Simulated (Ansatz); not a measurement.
Consider the formal exchange of groups at the Se–C bond: `O/C=C(/Cl)[SeH]` + `C[O][GeH]([F])[Cl]` → `C[O][Ge]([F])([Cl])[SeH]` + `O/C=C\Cl`.

Computed with Ansatz on PBE0-D4/def2-TZVP structures; ΔE is electronic, products minus reactants. CCSD(T)/CBS adds triple-zeta CCSD(T) − MP2 to the extrapolated MP2 energy (def2 sets, frozen cores). Double bonds are as drawn, so ΔE can hold a change between cis and trans. For Ge, Se outer-core shells are correlated without core-valence functions, which leaves a few kJ/mol of doubt a bond. Scalar relativity is left out up to krypton. Each species was taken in one conformer, which may not be the lowest.

```
                   species  HF/def2-TZVPP energy (Eh)
         `O/C=C(/Cl)[SeH]`                -3011.71838
      `C[O][GeH]([F])[Cl]`                -2749.57589
`C[O][Ge]([F])([Cl])[SeH]`                -5149.45468
                `O/C=C\Cl`                 -611.89188
```

Task: Work out ΔE.

Result: ΔE = (-5149.45468) + (-611.89188) − (-3011.71838) − (-2749.57589) = -0.05229 Eh = -32.8 kcal/mol. CCSD(T)/CBS gives -31.2 kcal/mol.

Largest T1 diagnostic among the species: 0.012.

In def2-TZVPP, CCSD(T) changes the Hartree–Fock value by +2.1 kcal/mol (the triples alone add +0.2 kcal/mol) and MP2 by +2.3 kcal/mol.
